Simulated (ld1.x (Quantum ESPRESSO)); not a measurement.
# Configuration tests for selenium (TM)

```
Element                 : selenium (Se)
Generator               : ld1.x (Quantum ESPRESSO) 7.5
Type                    : norm-conserving Troullier–Martins (Kleinman–Bylander form)
Functional              : PBE
Relativity              : scalar-relativistic
Frozen core             : [Ar]
Valence charge          : 16
Reference configuration : 3d10 4s2 4p2 (charge +2)
Partial waves           : 4p (bound): rc 1.70 bohr; 3d (bound): rc 0.80 bohr; 4s (bound): rc 1.15 bohr
Local potential         : the s channel
Core correction         : none
```

Energies are relative to the spin-unpolarised reference configuration 3d10 4s2 4p2; without spin polarisation the order of configurations can differ from experiment. Not all tests gave a result: 1 of 7 tests not solved or not reliable. Left out of the table: 3d9 4s2 4p4 (solver errors, printed error -1.4 eV).

```json
{"valence configuration": "3d10 4s2 4p4", "charge": "0", "ΔE all-electron (eV)": "-31.193", "error AE − PS (meV)": "-28"}
{"valence configuration": "3d10 4s2 4p3", "charge": "+1", "ΔE all-electron (eV)": "-20.348", "error AE − PS (meV)": "-5.3"}
{"valence configuration": "3d10 4s2 4p1", "charge": "+3", "ΔE all-electron (eV)": "30.868", "error AE − PS (meV)": "-4.6"}
{"valence configuration": "3d10 4s0 4p6", "charge": "0", "ΔE all-electron (eV)": "-9.229", "error AE − PS (meV)": "-28"}
{"valence configuration": "3d10 4s2 4p0", "charge": "+4", "ΔE all-electron (eV)": "73.052", "error AE − PS (meV)": "+40"}
```

What are ΔE and the potential's error for 3d10 4s2 4p4.3?

ΔE = -32.786 eV all-electron; the error (AE − PS) is -36 meV.

Levels in the configuration 3d10 4s2 4p3:

```csv
level,all-electron (eV),pseudo (eV)
3d,-63.610,-63.680
4s,-26.859,-26.841
4p,-15.407,-15.389
```

Note: ghost state, extra bound levels that the all-electron valence spectrum of the same l lacks: p at -159.1 eV. A true bound ghost makes a file unfit for plane-wave use.
